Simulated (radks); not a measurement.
Results of a calculation; reference values are marked as such.
The table gives one normalised radial function P(r) = r R(r) of Li2+ in 1s1 (r in bohr). Code: a radial shooting solver on a logarithmic mesh with Libxc functionals. Model: non-relativistic Kohn-Sham, exchange-only LDA, spin-polarised, spherical densities, point nucleus; open shells are filled with parallel spins first.

| r | P |
|---|---|
| 0.01954 | 0.1892 |
| 0.021 | 0.2024 |
| 0.02275 | 0.2181 |
| 0.02445 | 0.2332 |
| 0.02649 | 0.2511 |
| 0.02846 | 0.2682 |
| 0.03083 | 0.2885 |
| 0.03314 | 0.3079 |
| 0.0359 | 0.3308 |
| 0.03858 | 0.3527 |
| 0.04179 | 0.3784 |
| 0.04491 | 0.4028 |
| 0.04865 | 0.4315 |
| 0.05228 | 0.4587 |
| 0.05664 | 0.4904 |
| 0.06086 | 0.5203 |
| 0.06593 | 0.5551 |
| 0.07085 | 0.5878 |
| 0.07676 | 0.6256 |
| 0.08249 | 0.6608 |
| 0.08936 | 0.7012 |
| 0.09603 | 0.7386 |
| 0.104 | 0.7811 |
| 0.1118 | 0.8200 |
| 0.1211 | 0.8638 |
| 0.1301 | 0.9034 |
| 0.141 | 0.9473 |
| 0.1515 | 0.9863 |
| 0.1641 | 1.0287 |
| 0.1764 | 1.0656 |
| 0.1911 | 1.1046 |
| 0.2053 | 1.1374 |
| 0.2224 | 1.1706 |
| 0.239 | 1.1970 |
| 0.259 | 1.2218 |
| 0.2783 | 1.2394 |
| 0.3015 | 1.2530 |
| 0.324 | 1.2592 |
| 0.3509 | 1.2588 |
| 0.3771 | 1.2515 |
| 0.4086 | 1.2351 |
| 0.4391 | 1.2127 |
| 0.4756 | 1.1791 |
| 0.5111 | 1.1410 |
| 0.5537 | 1.0903 |
| 0.595 | 1.0375 |
| 0.6446 | 0.9717 |
| 0.6927 | 0.9069 |
| 0.7504 | 0.8298 |
| 0.8064 | 0.7571 |
| 0.8736 | 0.6742 |
| 0.9388 | 0.5992 |
| 1.017 | 0.5172 |
| 1.093 | 0.4459 |
| 1.184 | 0.3711 |
| 1.272 | 0.3089 |
| 1.378 | 0.2465 |
| 1.481 | 0.1970 |
| 1.605 | 0.1497 |
| 1.724 | 0.1141 |
| 1.868 | 0.0820 |
| 2.007 | 0.0592 |

Which n and l does it have? It may be an empty orbital.

Answer. n = 1, l = 0: the number of nodes gives n - l - 1 = 0, the rise at small r (about r^(l+1)) gives l, and the extent must fit the shell. The curve is that of 1s up; the table hardly tells the two spins apart. 1s up: eigenvalue -100.99 eV, 0 radial nodes, <r> = 0.511 bohr, 90 % of the charge inside 0.910 bohr.
